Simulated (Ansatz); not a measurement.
Consider the ligand exchange at a Mg–N bond: `C[N](C)[Mg][SH]` + HCl → `[SH][Mg][Cl]` + `CNC`.

Program: Ansatz. Geometries: PBE0-D4/def2-TZVP. ΔE: electronic, gas phase. CBS: MP2 limit from def2 TZ/QZ plus the TZ coupled-cluster correction, frozen cores. This one scheme is used for every species. DFT in def2-TZVPP. For Mg outer-core shells are correlated without core-valence functions, which leaves a few kJ/mol of doubt a bond. Each species was taken in one conformer, which may not be the lowest.

`C[N](C)[Mg][SH]`:

```xyz
12

C    -0.590   -0.343    1.407
N    -0.093   -0.193    0.064
C     0.427   -1.442   -0.428
Mg   -0.119    1.421   -0.917
S    -0.182    3.368   -2.118
H     0.193   -0.674    2.109
H    -1.402   -1.088    1.471
H    -0.991    0.599    1.797
H     1.257   -1.823    0.191
H     0.810   -1.345   -1.450
H    -0.339   -2.236   -0.446
H     1.029    3.756   -1.679
```

HCl:

```xyz
2

Cl   -0.545    0.267    0.202
H     0.545   -0.267   -0.202
```

`[SH][Mg][Cl]`:

Cartesian coordinates in Å:
```
S 1.291 1.053 0.339
Mg -0.346 -0.263 -0.538
Cl -1.904 -1.515 -1.403
H 0.959 0.725 1.601
```

`CNC`:

Cartesian coordinates in Å:
```
C -0.985 0.645 0.273
N 0.427 0.567 -0.022
C 0.904 -0.793 -0.115
H -1.308 1.688 0.276
H -1.171 0.239 1.272
H -1.623 0.087 -0.434
H 0.626 1.059 -0.882
H 0.819 -1.277 0.863
H 1.960 -0.801 -0.394
H 0.350 -1.415 -0.838
```

CCSD(T)/CBS gives -151.5 kJ/mol.

**Question.** Another level gave -161.0 kJ/mol. Which?
A. HF/def2-TZVPP
B. PBE0/def2-TZVPP
C. CCSD(T)/def2-TZVPP
D. CCSD/def2-TZVPP

**Answer.** B. PBE0 -161.0, CCSD/def2-TZVPP -152.8, HF/def2-TZVPP -184.6, CCSD(T)/def2-TZVPP -148.5 kJ/mol.

Largest T1 diagnostic among the species: 0.010.

From PBE to PBE0 (25 % exact exchange), in def2-TZVPP and without D4, ΔE moves by −8.7 kJ/mol. Leaving LDA and LC-ωPBE aside and taking each functional with its dispersion term where it has one, the values, not all of them listed here, spread over 18.5 kJ/mol, from BHLYP-D4 to BLYP-D4. LDA lies +8.3 kJ/mol from PBE without D4. The D4 term adds +4.8 kJ/mol with B3LYP and +2.8 kJ/mol with PBE0; it sums over pairs of atoms, weighted by their polarisabilities, and B3LYP, whose exchange is more repulsive, gets the larger term.

B3LYP here is the variant with VWN-RPA as its local correlation; programs differ in this.
